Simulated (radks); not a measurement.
The numbers below are computed, except where a source is named.
Spherical quantum dot in the effective-mass picture: electrons in a parabolic well V = omega^2 r^2 / 2 with omega = 0.08, with a point charge +1 (a donor) at the centre, all in effective atomic units (hartree* = m*/eps^2 hartree, bohr* = eps/m* bohr), one dielectric constant everywhere. Level of theory: non-relativistic Kohn-Sham, PBE, spin-polarised, spherical densities (a radial shooting solver with Libxc functionals). Levels are named by radial order and angular momentum (1s, 1p, 1d, 2s, ...), and open shells are averaged over m.

N = 5, configuration 1s2 1p(up 3, down 0). This is the lowest configuration that the search found (a dilute case). Occupied levels:

level,occupation,eigenvalue (hartree*),<r> (bohr*)
1s down,1,0.54613,2.276
1s up,1,0.55015,2.921
1p up,3,0.63182,6.913

Energy (hartree*): total 0.924627, kinetic 0.70597, external -1.3027, Hartree 2.2937, exchange-correlation -0.77230.

Electron density:

r (bohr*),n(r) (e/bohr*^3)
0.236,0.2139
1.13,0.04048
2.02,0.01021
2.91,0.003666
3.80,0.002106
4.69,0.001718
5.58,0.001536
6.47,0.001295
7.37,0.0009539
8.26,0.0005824
9.15,0.0002933
10.0,0.0001279
10.9,0.00004904
11.8,0.00001633
